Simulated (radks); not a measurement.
Question: Radial electron density D(r) = 4 pi r^2 rho(r) of an atom or ion with 18 electrons. Method: non-relativistic Kohn-Sham, PBE, spin-polarised, spherical densities, point nucleus; computed with a radial shooting solver on a logarithmic mesh with Libxc functionals.

```
   r/bohr * D(r) (the largest magnitude, 33.3, reaches the edge; | marks zero)
 0.004009 |  *
 0.005016 |   *
 0.006326 |     *
 0.007914 |        *
 0.009981 |            *
  0.01259 |                  *
  0.01575 |                        *
  0.01986 |                               *
  0.02484 |                                      *
  0.03133 |                                             *
   0.0392 |                                                *
  0.04943 |                                                *
  0.06234 |                                            *
  0.07799 |                                       *
  0.09836 |                                      *
   0.1231 |                                          *
   0.1552 |                                                  *
   0.1942 |                                                      *
   0.2448 |                                                *
   0.3088 |                                 *
   0.3863 |                   *
   0.4872 |               *
   0.6095 |                  *
   0.7686 |                   *
   0.9616 |             *
    1.213 |     *
    1.529 |*
    1.913 *
    2.413 *
```

What is the nuclear charge?

Answer: Z = 25. The innermost maximum, from 1s, lies near 1/Z = 0.04 bohr (found: 0.0431), and its height grows with Z. The density is that of the manganese ion Mn7+ in [Ar]; the configuration itself is not fixed sharply by these data, and Z only to about a unit. D(r) has 3 maxima, at r = 0.0431, 0.194, 0.698 bohr, and minima at 0.0938, 0.472 bohr, inside which lie 2.12, 10.37 electrons.
